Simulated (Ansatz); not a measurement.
`OC[B](Cl)[GeH3]` → `O[B]([GeH3])CCl`  (isomerisation)

Isolated molecules relaxed with PBE0-D4/def2-TZVP in Ansatz; ΔE leaves out vibrations. CCSD(T)/CBS is the MP2 limit (def2-TZVPP, def2-QZVPP) plus CCSD(T) − MP2 in def2-TZVPP, frozen cores. DFT in def2-TZVPP. B3LYP here is the variant with VWN-RPA as its local correlation; programs differ in this. For Ge outer-core shells are correlated without core-valence functions, which leaves a few kJ/mol of doubt a bond. Scalar relativity is left out up to krypton. One conformer a species, not always the lowest.

(1) Is it downhill or uphill in electronic energy at CCSD(T)/CBS, and by how much? (Estimate.)

(2) What do these levels give: B2PLYP, B3LYP, HF/def2-TZVPP, CCSD(T)/def2-TZVPP, HF/def2-QZVPP, MP2/def2-QZVPP? (Estimate.)

Largest T1 diagnostic among the species: 0.013.

## Answers

(1) Computed: Downhill: ΔE = -77.1 kJ/mol.

(2) The calculation gave: B2PLYP -77.4, B3LYP -76.3, HF/def2-TZVPP -74.6, CCSD(T)/def2-TZVPP -76.3, HF/def2-QZVPP -75.2, MP2/def2-QZVPP -78.6 kJ/mol.
